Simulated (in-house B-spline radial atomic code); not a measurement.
**Ionising the thallium ion Tl⁷⁷⁺ with different functionals**

Computed with a B-spline radial code for spherical atoms: scalar-relativistic (spin-free X2C) Hamiltonian, Fermi nucleus of rms radius 5.4759 fm, spin-polarised at highest spin, spherical fractional occupations for the functionals. The ionisation energy is the difference of two self-consistent energies, [He] 2s2 → [He] 2s1, without Breit or QED terms; ε is the level of the shell that loses the electron (its least bound occupied spin orbital). There is no spin-orbit coupling in this Hamiltonian.

```
           method                    rung  ΔSCF (eV)  -ε(2s) (eV)
LDA exchange-only                     LDA          ?            ?
             PW91                     GGA          ?            ?
              PBE                     GGA    23900.4      23751.4
           r2SCAN                meta-GGA    23886.9      23760.4
             PBE0           global hybrid    23898.1      23786.5
        CAM-B3LYP  range-separated hybrid    23898.0      23782.2
```

(1) What does PW91 give?

(2) What does LDA exchange-only give?

(3) Among the functionals, which spreads more, the ΔSCF values or the orbital energies?

(4) How do they compare with the NIST value?

## Answers

(1) ΔSCF 23901.9 eV, and -ε(2s) = 23753.0 eV.

(2) ΔSCF 23872.5 eV, and -ε(2s) = 23727.9 eV.

(3) The orbital energies: ΔSCF values span about 29.4 eV and the orbital energies 58.6 eV.

(4) NIST lists 23850 eV ± 120 (tabulated theory, ground level to ground level). Errors run from +22.5 to +51.9 eV; all lie within about twice that uncertainty, so the table can't rank the methods.
